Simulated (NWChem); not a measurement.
The numbers come from NWChem runs, not from measurements. System: C₂H₄F₂, charge 1, spin multiplicity 2, at the geometry of a parent with another charge or spin, in a state set for the comparison that need not be this species' ground state. Its SCF solution wasn't tested for a lower state. Level: UMP2/def2-TZVP, 4 core orbitals frozen.

NWChem printed:

```
             Northwest Computational Chemistry Package (NWChem) 7.3.0
             --------------------------------------------------------

                                NWChem Input Module
                                -------------------

 Scaling coordinates for geometry "geometry" by  1.889725989
 (inverse scale =  0.529177249)

 Turning off AUTOSYM since
 SYMMETRY directive was detected!

                             Geometry "geometry" -> ""
                             -------------------------

 Output coordinates in angstroms (scale by  1.889725989 to convert to a.u.)

  No.       Tag          Charge          X              Y              Z
 ---- ---------------- ---------- -------------- -------------- --------------
    1 C                    6.0000    -0.28261800     1.34773100     0.00000000
    2 C                    6.0000    -0.32258800    -0.16178600     0.00000000
    3 F                    9.0000     0.32183300    -0.65074400    -1.10716600
    4 F                    9.0000     0.32183300    -0.65074400     1.10716600
    5 H                    1.0000     0.77271500     1.68361100     0.00000000
    6 H                    1.0000    -0.78810000     1.74589000    -0.90059200
    7 H                    1.0000    -0.78810000     1.74589000     0.90059200
    8 H                    1.0000    -1.35826700    -0.57767100     0.00000000

 Effective nuclear repulsion energy (a.u.)     131.4376225176

            Nuclear Dipole moment (a.u.)
            ----------------------------
        X                 Y               Z
 ---------------- ---------------- ----------------
     0.0000113384    -0.0000037795     0.0000000000

      Symmetry information
      --------------------

 Group name             Cs
 Group number              2
 Group order               2
 No. of unique centers     6

      Symmetry unique atoms

     1    2    3    5    6    8


 Summary of "ao basis" -> "" (spherical)
 ------------------------------------------------------------------------------
       Tag                 Description            Shells   Functions and Types
 ---------------- ------------------------------  ------  ---------------------
 *                         def2-tzvp                  on all atoms

 Summary of "ao basis" -> "ao basis" (spherical)
 ------------------------------------------------------------------------------
       Tag                 Description            Shells   Functions and Types
 ---------------- ------------------------------  ------  ---------------------
 C                         def2-tzvp                11       31   5s3p2d1f
 F                         def2-tzvp                11       31   5s3p2d1f
 H                         def2-tzvp                 4        6   3s1p

                                 NWChem SCF Module
                                 -----------------

  ao basis        = "ao basis"
  functions       =   148
  atoms           =     8
  alpha electrons =    17
  beta  electrons =    16
  charge          =   1.00
  wavefunction    = UHF
  use symmetry    = T
  symmetry adapt  = T

 Summary of "ao basis" -> "ao basis" (spherical)
 ------------------------------------------------------------------------------
       Tag                 Description            Shells   Functions and Types
 ---------------- ------------------------------  ------  ---------------------
 C                         def2-tzvp                11       31   5s3p2d1f
 F                         def2-tzvp                11       31   5s3p2d1f
 H                         def2-tzvp                 4        6   3s1p

      Symmetry analysis of basis
      --------------------------

        a'         89
        a"         59

 Forming initial guess at       0.0s

   Symmetry analysis of molecular orbitals - initial alpha
   -------------------------------------------------------

  Numbering of irreducible representations:

     1 a'          2 a"

  Orbital symmetries:

     1 a"          2 a'          3 a'          4 a'          5 a'
     6 a"          7 a'          8 a'          9 a'         10 a"
    11 a'         12 a"         13 a'         14 a"         15 a'
    16 a"         17 a'         18 a"         19 a'         20 a'
[...]
    4 F    9     9.10   0.77  1.20  0.61  1.02  0.32  2.21  2.23  0.71  0.00  0.02  0.00
    5 H    1     0.74   0.24  0.43  0.05  0.02
    6 H    1     0.77   0.25  0.44  0.05  0.02
    7 H    1     0.77   0.25  0.44  0.05  0.02
    8 H    1     0.69   0.23  0.39  0.05  0.02

  Mulliken analysis of the alpha density
  --------------------------------------

    Atom       Charge   Shell Charges
 -----------   ------   -------------------------------------------------------
    1 C    6     3.27   0.43  0.56  0.25  0.37  0.02  0.69  0.77  0.15  0.01  0.03  0.00
    2 C    6     2.90   0.43  0.56  0.27  0.30  0.00  0.60  0.56  0.02  0.03  0.12  0.01
    3 F    9     4.61   0.39  0.60  0.31  0.51  0.16  1.15  1.14  0.35  0.00  0.01  0.00
    4 F    9     4.61   0.39  0.60  0.31  0.51  0.16  1.15  1.14  0.35  0.00  0.01  0.00
    5 H    1     0.40   0.13  0.23  0.03  0.01
    6 H    1     0.38   0.12  0.22  0.03  0.01
    7 H    1     0.38   0.12  0.22  0.03  0.01
    8 H    1     0.45   0.15  0.26  0.03  0.01

   Mulliken analysis of the beta density
   -------------------------------------

    Atom       Charge   Shell Charges
 -----------   ------   -------------------------------------------------------
    1 C    6     2.95   0.43  0.56  0.25  0.37  0.03  0.54  0.61  0.14  0.01  0.02  0.00
    2 C    6     2.71   0.43  0.56  0.27  0.34  0.02  0.45  0.48  0.03  0.02  0.11  0.01
    3 F    9     4.48   0.39  0.60  0.30  0.51  0.16  1.06  1.09  0.36  0.00  0.01  0.00
    4 F    9     4.48   0.39  0.60  0.30  0.51  0.16  1.06  1.09  0.36  0.00  0.01  0.00
    5 H    1     0.35   0.11  0.20  0.02  0.01
    6 H    1     0.39   0.13  0.23  0.03  0.01
    7 H    1     0.39   0.13  0.23  0.03  0.01
    8 H    1     0.24   0.08  0.13  0.02  0.01

   Mulliken analysis of the spin density
   -------------------------------------

    Atom       Charge   Shell Charges
 -----------   ------   -------------------------------------------------------
    1 C    6     0.32  -0.00 -0.00  0.01 -0.00 -0.01  0.16  0.16  0.00  0.00  0.01  0.00
    2 C    6     0.18  -0.00  0.00  0.00 -0.04 -0.02  0.15  0.08 -0.01  0.01  0.01  0.00
    3 F    9     0.13   0.00 -0.00  0.01  0.00 -0.00  0.09  0.05 -0.02 -0.00 -0.00 -0.00
    4 F    9     0.13   0.00 -0.00  0.01  0.00 -0.00  0.09  0.05 -0.02 -0.00 -0.00 -0.00
    5 H    1     0.05   0.02  0.03  0.01  0.00
    6 H    1    -0.01  -0.00 -0.01 -0.00  0.00
    7 H    1    -0.01  -0.00 -0.01 -0.00  0.00
    8 H    1     0.21   0.07  0.12  0.01  0.00

       Multipole analysis of the density wrt the origin
       ------------------------------------------------

     L   x y z        total         alpha         beta         nuclear
     -   - - -        -----         -----         ----         -------
     0   0 0 0      1.000000    -17.000000    -16.000000     34.000000

     1   1 0 0     -1.177451     -0.336876     -0.840586      0.000011
     1   0 1 0      1.304810      0.488050      0.816763     -0.000004
     1   0 0 1      0.000000      0.000000      0.000000      0.000000

     2   2 0 0    -12.380357    -18.966330    -17.169366     23.755339
     2   1 1 0      0.688019     11.523672     12.048662    -22.884315
     2   1 0 1     -0.000000     -0.000000      0.000000      0.000000
     2   0 2 0     -9.654869    -56.608760    -52.829697     99.783588
     2   0 1 1      0.000000      0.000000      0.000000      0.000000
     2   0 0 2    -15.479575    -50.708978    -49.357790     84.587193

                   NWChem MP2 Semi-direct Energy/Gradient Module
                   ---------------------------------------------

  Basis functions       =    148
  Molecular orbitals    =    148
  Frozen core           =      4
  Frozen virtuals       =      0
  Active alpha occupied =     13
  Active beta occupied  =     12
  Active alpha virtual  =    131
  Active beta virtual   =    132
  Use MO symmetry       = T
  Use skeleton AO sym   = T

  AO/Fock/Back tols     =   1.0D-09  1.0D-09  1.0D-09

 GA uses MA = F    GA memory limited = T

 Available:
  local mem=  1.26D+08
 global mem=  1.44D+08
 local disk=  0.00D+00
  mp2_memr nvloc                   131
  nvloc new                   131
   1 passes of  13:        5242880                     129800                  62924857.
   1 passes of  13: M    126151308           G      144135392           F     120908428.

 Semi-direct pass number   1 of   1  for UHF alpha       at       11.9s
  vrange nnbf                 10861
  mp2_eaftype                   240  avail_ma_in_mb                  1099
 EAF : mp2_eaftype filesize         240   31462429.
  mp2_eaf for mointskh                    240
Node 0 wrote    148.0 Mb in      0.0 s     Agg I/O rate:  6159.7 Mb/s
 Done moints_semi at       17.0s
  mp2_eaftype                   240  avail_ma_in_mb                   859
 EAF : mp2_eaftype filesize         240   31462429.
  mp2_eaf for kh                   240
 Done maket at       17.3s
 Done multipass loop at       17.3s

 GA uses MA = F    GA memory limited = T

 Available:
  local mem=  1.26D+08
 global mem=  1.44D+08
 local disk=  0.00D+00
  mp2_memr nvloc                   132
  nvloc new                   132
   1 passes of  12:        5242880                     123852                  58530497.
   1 passes of  12: M    126151308           G      144135392           F     120908428.

 Semi-direct pass number   1 of   1  for UHF beta        at       17.4s
  vrange nnbf                 10861
  mp2_eaftype                   223  avail_ma_in_mb                  1099
 EAF : mp2_eaftype filesize         223   29265248.
  mp2_eaf for mointskh                    223
Node 0 wrote    137.6 Mb in      0.0 s     Agg I/O rate:  5987.2 Mb/s
 Done moints_semi at       22.2s
  mp2_eaftype                   223  avail_ma_in_mb                   876
 EAF : mp2_eaftype filesize         223   29265248.
  mp2_eaf for kh                   223
 Done maket at       22.5s
 Done multipass loop at       22.5s

          -------------------------------------------
          SCF energy                -276.601095228652
          Correlation energy          -0.827721972555
          Singlet pairs                0.000000000000
          Triplet pairs                0.000000000000
          Total MP2 energy          -277.428817201206
          -------------------------------------------

          ---------------------------------------------------
                    Spin Component Scaled (SCS) MP2
          Same spin pairs                     -0.210410018769
          Same spin scaling factor             0.333333333333
          Opposite spin pairs                 -0.617311953786
          Opposite spin scaling fact.          1.200000000000
          SCS-MP2 correlation energy          -0.810911017466
          Total SCS-MP2 energy              -277.412006246118
          ---------------------------------------------------

 -----------------------
 Performance information
 -----------------------

 Timer overhead =  1.43D-07 seconds/call

               Nr. of calls         CPU time (s)                 Wall time (s)                GFlops
             ---------------    -------------------     ------------------------------   -------------------
Name         Min   Avg   Max    Min     Avg     Max     Min     Avg     Max   Mx/calls   Min     Max     Sum
mp2: moin     2     2     2    9.9     9.9     9.9      9.9     9.9     9.9     4.9      0.0     0.0     0.0
mp2: make     2     2     2   0.66    0.66    0.66     0.66    0.66    0.66    0.33      0.0     0.0     0.0
mp2: tota     1     1     1    11.     11.     11.      11.     11.     11.     11.      0.0     0.0     0.0

 The average no. of pstat calls per process was 5.00D+00
 with a timing overhead of 7.17D-07s

 Task  times  cpu:       22.5s     wall:       22.5s

 Total times  cpu:       22.5s     wall:       22.5s
```

Q: Write an NWChem input that would produce this output.

A: This is not unique; one that fits is 
```
start mol
memory heap 200 mb stack 900 mb global 1100 mb
charge 1
geometry units angstroms nocenter noautoz
  C     -0.282618     1.347731     0.000000
  C     -0.322588    -0.161786     0.000000
  F      0.321833    -0.650744    -1.107166
  F      0.321833    -0.650744     1.107166
  H      0.772715     1.683611     0.000000
  H     -0.788100     1.745890    -0.900592
  H     -0.788100     1.745890     0.900592
  H     -1.358267    -0.577671     0.000000
  symmetry group Cs
end
basis spherical
  * library def2-tzvp
end
scf
  uhf
  nopen 1
  maxiter 100
  thresh 1e-7
  semidirect memsize 60000000 filesize 0
  # guess.movecs holds the orbitals of an unrestricted PBE0 run
  vectors input guess.movecs output mol.movecs
end
mp2
  freeze core 4
end
task mp2 energy
```
